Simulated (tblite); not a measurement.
Species: C₆H₈GeO₂.
Atom-mapped SMILES: `[CH3:1][GeH2:2][C:3]#[C:4][C:5](=[O:6])[CH2:7][CH:8]=[O:9]` (hydrogens: H10, H11, H12 on C1; H13, H14 on Ge2; H15, H16 on C7; H17 on C8)

Computed with GFN2-xTB (tblite), gas phase: L-BFGS steps from a force-field or distance-geometry start until the largest atomic force falls under 0.01 eV/Å.

Step 34: E = -730.9556 eV
```
atom  x, y, z in Å  |  force x, y, z in eV/Å
C1      2.9504   -0.5046   -1.4072    0.003  -0.009  -0.001
Ge2     2.0017    1.2020   -1.2091    0.057   0.036   0.034
C3      0.3806    1.0135   -0.2210   -0.009  -0.017   0.043
C4     -0.6586    0.9047    0.3911   -0.015   0.062  -0.092
C5     -1.9345    0.7488    1.0204    0.021  -0.031   0.018
O6     -2.6068    1.6427    1.4654    0.019  -0.057  -0.041
C7     -2.3498   -0.7291    1.0781    0.017   0.035  -0.009
C8     -2.2092   -1.1185    2.5268    0.004  -0.058   0.004
O9     -1.2831   -1.7293    2.9774   -0.088   0.025  -0.023
H10     3.8745   -0.3350   -1.9562   -0.001  -0.041   0.015
H11     3.1995   -0.9375   -0.4413   -0.006   0.031   0.013
H12     2.3542   -1.2273   -1.9590   -0.023   0.011  -0.007
H13     2.8210    2.2223   -0.4702   -0.061  -0.024  -0.063
H14     1.5639    1.7489   -2.5365    0.025   0.038   0.027
H15    -1.6863   -1.3243    0.4504   -0.031  -0.027   0.033
H16    -3.3885   -0.8184    0.7584    0.017   0.027   0.060
H17    -3.0361   -0.7469    3.1613    0.069  -0.003  -0.010
```

Step 35: E = -730.9565 eV
```
atom  x, y, z in Å  |  force x, y, z in eV/Å
C1      2.9505   -0.5051   -1.4070   -0.015   0.020   0.001
Ge2     2.0043    1.2050   -1.2100    0.039   0.003  -0.006
C3      0.3822    1.0179   -0.2227   -0.018  -0.021   0.039
C4     -0.6589    0.9028    0.3853    0.029   0.068  -0.088
C5     -1.9312    0.7475    1.0204    0.004  -0.050  -0.009
O6     -2.6019    1.6417    1.4659    0.005  -0.017  -0.019
C7     -2.3506   -0.7277    1.0790    0.002  -0.043   0.020
C8     -2.2131   -1.1221    2.5269   -0.016   0.032   0.002
O9     -1.2855   -1.7225    2.9848    0.027  -0.064  -0.025
H10     3.8740   -0.3344   -1.9561    0.010  -0.047   0.008
H11     3.1998   -0.9375   -0.4412   -0.006   0.030   0.017
H12     2.3537   -1.2275   -1.9587   -0.022   0.015  -0.006
H13     2.8241    2.2242   -0.4742   -0.044  -0.007  -0.044
H14     1.5700    1.7532   -2.5402    0.028   0.025   0.052
H15    -1.6937   -1.3297    0.4523    0.000  -0.016   0.009
H16    -3.3903   -0.8160    0.7640    0.000   0.042   0.039
H17    -3.0405   -0.7577    3.1602   -0.021   0.029   0.012
```

Step 36: E = -730.9573 eV
```
atom  x, y, z in Å  |  force x, y, z in eV/Å
C1      2.9501   -0.5057   -1.4065   -0.016   0.022   0.002
Ge2     2.0046    1.2048   -1.2085    0.009  -0.018  -0.022
C3      0.3821    1.0183   -0.2207    0.022  -0.013   0.011
C4     -0.6603    0.9060    0.3847    0.001   0.048  -0.062
C5     -1.9320    0.7472    1.0203    0.001  -0.029  -0.028
O6     -2.6049    1.6403    1.4646   -0.001  -0.009  -0.007
C7     -2.3495   -0.7277    1.0780   -0.003  -0.053   0.037
C8     -2.2120   -1.1221    2.5256    0.034   0.009   0.050
O9     -1.2861   -1.7284    2.9817   -0.043  -0.024  -0.048
H10     3.8734   -0.3344   -1.9554    0.012  -0.047   0.006
H11     3.1999   -0.9380   -0.4407   -0.009   0.028   0.014
H12     2.3533   -1.2278   -1.9587   -0.019   0.018  -0.001
H13     2.8229    2.2233   -0.4749   -0.024   0.015  -0.026
H14     1.5690    1.7528   -2.5385    0.029   0.024   0.052
H15    -1.6923   -1.3291    0.4516    0.004  -0.024   0.002
H16    -3.3894   -0.8175    0.7646   -0.005   0.044   0.030
H17    -3.0356   -0.7499    3.1616    0.008   0.010  -0.009
```

Step 37: E = -730.9587 eV
```
atom  x, y, z in Å  |  force x, y, z in eV/Å
C1      2.9491   -0.5064   -1.4055   -0.008   0.013   0.003
Ge2     2.0051    1.2044   -1.2064   -0.037  -0.048  -0.037
C3      0.3833    1.0178   -0.2162    0.060   0.000  -0.029
C4     -0.6639    0.9130    0.3814   -0.024   0.002  -0.023
C5     -1.9337    0.7467    1.0193   -0.003   0.014  -0.059
O6     -2.6104    1.6378    1.4619   -0.007  -0.007   0.009
C7     -2.3471   -0.7285    1.0771   -0.007  -0.048   0.044
C8     -2.2096   -1.1223    2.5241    0.101  -0.020   0.096
O9     -1.2878   -1.7402    2.9758   -0.127   0.023  -0.060
H10     3.8730   -0.3365   -1.9540    0.010  -0.042   0.003
H11     3.1996   -0.9382   -0.4394   -0.017   0.025   0.008
H12     2.3520   -1.2282   -1.9584   -0.015   0.024   0.011
H13     2.8195    2.2228   -0.4766    0.015   0.051   0.007
H14     1.5677    1.7538   -2.5345    0.024   0.021   0.042
H15    -1.6905   -1.3297    0.4505    0.009  -0.028  -0.005
H16    -3.3874   -0.8185    0.7666   -0.019   0.039   0.015
H17    -3.0258   -0.7356    3.1631    0.043  -0.018  -0.023
```

**Question.** Estimate the geometry and energy of step 38. (The exact step hangs on the optimiser's Hessian estimate; all steps are aligned on step 37, rigid shifts and turns removed.)

**Answer.** E = -730.9599 eV, largest force 0.153 eV/Å
```
atom  x, y, z in Å  |  force x, y, z in eV/Å
C1      2.9481   -0.5068   -1.4044    0.003   0.001   0.001
Ge2     2.0053    1.2039   -1.2052   -0.048  -0.053  -0.034
C3      0.3852    1.0181   -0.2121    0.058   0.006  -0.053
C4     -0.6678    0.9190    0.3761   -0.024  -0.035   0.003
C5     -1.9351    0.7464    1.0173   -0.005   0.036  -0.076
O6     -2.6149    1.6355    1.4597   -0.008  -0.013   0.017
C7     -2.3450   -0.7299    1.0773   -0.008  -0.027   0.027
C8     -2.2070   -1.1228    2.5236    0.117  -0.022   0.096
O9     -1.2903   -1.7510    2.9717   -0.140   0.029  -0.045
H10     3.8728   -0.3397   -1.9526    0.006  -0.034   0.000
H11     3.1989   -0.9383   -0.4381   -0.025   0.023   0.005
H12     2.3505   -1.2283   -1.9577   -0.014   0.026   0.018
H13     2.8172    2.2241   -0.4789    0.038   0.065   0.026
H14     1.5682    1.7565   -2.5309    0.014   0.018   0.026
H15    -1.6905   -1.3326    0.4499    0.012  -0.021  -0.006
H16    -3.3860   -0.8179    0.7696   -0.028   0.029   0.005
H17    -3.0168   -0.7241    3.1634    0.050  -0.029  -0.012
```

The energy changes by -0.0012 eV. The first-order estimate −F·Δx gives -0.0017 eV and the mean of the old and new forces, exact on a quadratic surface, -0.0013 eV. The step makes an angle of 75° with the force vector and moves no atom by more than 0.015 Å.

The cost below is that of the whole relaxation. Hardware: one thread of an Arm Neoverse V1 (shared host). Cost: 0.65 s wall.
